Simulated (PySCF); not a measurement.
## $^{29}$Si chemical shifts

- coordinates at the GFN2-xTB level
- shieldings: GIAO PBE0/pcSseg-1
- program: PySCF 2.14
- one conformer, no solvent, rapidly exchanging positions averaged, relativity neglected

Shieldings were converted by a linear fit to measured shifts: $^{29}$Si: δ = 279.94 − 0.822σ (rms 8.9 ppm, 72 shifts, 25.8 ppm with the 6 outliers that the fit left out vs TMS, solution or neat liquid). Occasional misses reach two or three times the rms, and more in compound classes unlike the fitted ones.

Give the $^{29}$Si shifts of `[SiH3]c1pccs1`, `C=CC[SiH2][SiH2]CCl`, `CO[Si@@H](F)CC[SiH3]`, `CCOC(=O)C(=O)O[SiH3]`, `C[Si](C)(CF)O[SiH3]`, `CC(=S)C#CC1=C[SiH2][C@@H]1C`.

Results:


```json
{"compound": "[SiH3]c1pccs1", "environment": "silicon bonded to C, 3 H", "δ (ppm)": "-70.7"}
{"compound": "[CH2:1]=[CH:2][CH2:3][SiH2:4][SiH2:5][CH2:6][Cl:7]", "environment": "Si5: silicon bonded to C, Si, 2 H", "δ (ppm)": "-61.9"}
{"compound": "[CH2:1]=[CH:2][CH2:3][SiH2:4][SiH2:5][CH2:6][Cl:7]", "environment": "Si4: silicon bonded to C, Si, 2 H", "δ (ppm)": "-74.2"}
{"compound": "[CH3:1][O:2][Si@@H:3]([F:4])[CH2:5][CH2:6][SiH3:7]", "environment": "Si3: silicon bonded to C, F, O, H", "δ (ppm)": "-13.9"}
{"compound": "[CH3:1][O:2][Si@@H:3]([F:4])[CH2:5][CH2:6][SiH3:7]", "environment": "Si7: silicon bonded to C, 3 H", "δ (ppm)": "-64.3"}
{"compound": "CCOC(=O)C(=O)O[SiH3]", "environment": "silicon bonded to O, 3 H", "δ (ppm)": "-36.8"}
{"compound": "[CH3:1][Si:2]([CH3:3])([CH2:4][F:5])[O:6][SiH3:7]", "environment": "Si2: silicon bonded to 3 C, O", "δ (ppm)": "-5.3"}
{"compound": "[CH3:1][Si:2]([CH3:3])([CH2:4][F:5])[O:6][SiH3:7]", "environment": "Si7: silicon bonded to O, 3 H", "δ (ppm)": "-41.5"}
{"compound": "CC(=S)C#CC1=C[SiH2][C@@H]1C", "environment": "silicon bonded to 2 C, 2 H, in a 4-membered ring", "δ (ppm)": "-39.9"}
```
